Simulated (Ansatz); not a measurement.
`C[CH]([AlH2])[SiH2]Cl`, relaxed with RKS PBE-D4/def2-SVP in Ansatz 0.2.0 from a rough embedded geometry. The force threshold is 0.03 eV/Å; the program also tests the step.

The species carries charge 0 and has multiplicity 1.

Start:

```xyz
13

C     1.135   -0.605   -0.748
C     0.077   -0.496    0.265
Al   -1.695   -0.697   -0.603
Si    0.135    1.207    1.205
Cl    0.039    2.742   -0.157
H     1.167   -1.595   -1.257
H     1.105    0.202   -1.525
H     2.180   -0.491   -0.234
H     0.172   -1.282    0.975
H    -3.051   -0.578    0.265
H    -1.821   -0.874   -2.206
H    -0.943    1.260    2.134
H     1.501    1.208    1.887
```

```json
{"step": "1", "energy (eV)": "-29176.1598", "largest force (eV/Å)": "2.699", "largest move (Å)": "0.000"}
{"step": "2", "energy (eV)": "-29176.5172", "largest force (eV/Å)": "1.041", "largest move (Å)": "0.111"}
{"step": "3", "energy (eV)": "-29176.5778", "largest force (eV/Å)": "0.250", "largest move (Å)": "0.091"}
{"step": "4", "energy (eV)": "-29176.5965", "largest force (eV/Å)": "0.174", "largest move (Å)": "0.118"}
{"step": "5", "energy (eV)": "-29176.6309", "largest force (eV/Å)": "0.404", "largest move (Å)": "0.196"}
{"step": "6", "energy (eV)": "-29176.6726", "largest force (eV/Å)": "0.235", "largest move (Å)": "0.196"}
{"step": "7", "energy (eV)": "-29176.7365", "largest force (eV/Å)": "0.227", "largest move (Å)": "0.196"}
{"step": "8", "energy (eV)": "-29176.7799", "largest force (eV/Å)": "0.157", "largest move (Å)": "0.194"}
{"step": "9", "energy (eV)": "-29176.7878", "largest force (eV/Å)": "0.346", "largest move (Å)": "0.194"}
{"step": "10", "energy (eV)": "-29176.8009", "largest force (eV/Å)": "0.209", "largest move (Å)": "0.085"}
{"step": "11 (rejected)", "energy (eV)": "-29176.6909", "largest force (eV/Å)": "0.815", "largest move (Å)": "0.177"}
{"step": "12", "energy (eV)": "-29176.8084", "largest force (eV/Å)": "0.071", "largest move (Å)": "0.088"}
{"step": "13", "energy (eV)": "-29176.8100", "largest force (eV/Å)": "0.265", "largest move (Å)": "0.100"}
{"step": "14", "energy (eV)": "-29176.8150", "largest force (eV/Å)": "0.070", "largest move (Å)": "0.076"}
{"step": "15 (rejected)", "energy (eV)": "-29176.8018", "largest force (eV/Å)": "0.468", "largest move (Å)": "0.029"}
{"step": "16", "energy (eV)": "-29176.8161", "largest force (eV/Å)": "0.040", "largest move (Å)": "0.014"}
{"step": "17", "energy (eV)": "-29176.8163", "largest force (eV/Å)": "0.028", "largest move (Å)": "0.025"}
{"step": "18", "energy (eV)": "-29176.8174", "largest force (eV/Å)": "0.050", "largest move (Å)": "0.073"}
{"step": "19", "energy (eV)": "-29176.8176", "largest force (eV/Å)": "0.034", "largest move (Å)": "0.012"}
{"step": "20", "energy (eV)": "-29176.8179", "largest force (eV/Å)": "0.016", "largest move (Å)": "0.021"}
{"step": "21", "energy (eV)": "-29176.8181", "largest force (eV/Å)": "0.008", "largest move (Å)": "0.034"}
```

End:

```xyz
13

C     1.302   -0.830   -0.635
C     0.108   -0.539    0.299
Al   -1.628   -0.197   -0.708
Si    0.172    1.076    1.203
Cl   -1.274    2.247    0.038
H     1.132   -1.751   -1.230
H     1.460   -0.011   -1.369
H     2.259   -0.967   -0.088
H    -0.054   -1.353    1.039
H    -3.000   -0.559    0.037
H    -1.503   -0.112   -2.303
H    -0.399    1.094    2.590
H     1.425    1.901    1.127
```

Hardware: 4 threads of an Arm Neoverse V2 on a shared host. Wall time 29 s, peak host memory 0.18 GiB.
